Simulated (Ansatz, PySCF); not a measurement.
Gas-phase reaction in SMILES: [I][Tl] -> [Tl][I] as doublet, charge +1 + e-

Quantity: adiabatic ionisation energy (electronic), in eV. Conventions: open shells spin-unrestricted; LANL2DZ with its own core potentials from Na on; def2 sets with scalar-relativistic core potentials past Kr; frozen cores in correlated levels (noble-gas shells and the d and f shells of earlier blocks); no spin-orbit coupling. First-principles rows: single points at B3LYP-D3(BJ) geometries (Ansatz, a quantum-chemistry and plane-wave program). The spin state of an ion or metal species was assumed, not searched.

| level | program | adiabatic ionisation energy (electronic) (eV) |
|---|---|---|
| SVWN5/LANL2DZ | Ansatz | 8.51 |
| PBE/LANL2DZ | Ansatz | 8.16 |
| PBE/def2-SVP | Ansatz | 8.58 |
| BLYP/LANL2DZ | Ansatz | 7.89 |
| BP86/LANL2DZ | PySCF | 8.28 |
| BP86/def2-SVP | PySCF | 8.71 |
| B3LYP/LANL2DZ | Ansatz | 8.12 |
| PBE0/LANL2DZ | Ansatz | 8.21 |
| M06-2X/LANL2DZ | PySCF | 8.27 |
| B3LYP/def2-TZVPD | Ansatz | 8.58 |
| B2PLYP-D3(BJ)/def2-TZVPD | Ansatz + dftd3 | 8.46 |

No value to compare with is used here. The 9 habitual levels span 7.89 (BLYP/LANL2DZ) to 8.71 eV (BP86/def2-SVP); B2PLYP-D3(BJ)/def2-TZVPD gives 8.46.

The levels are drawn from those run, B3LYP/6-31G* more often than the rest, none by its result; left out are runs that failed, that the program found above a lower state of the same kind, or whose <S^2> lies over 0.5 above the pure value.
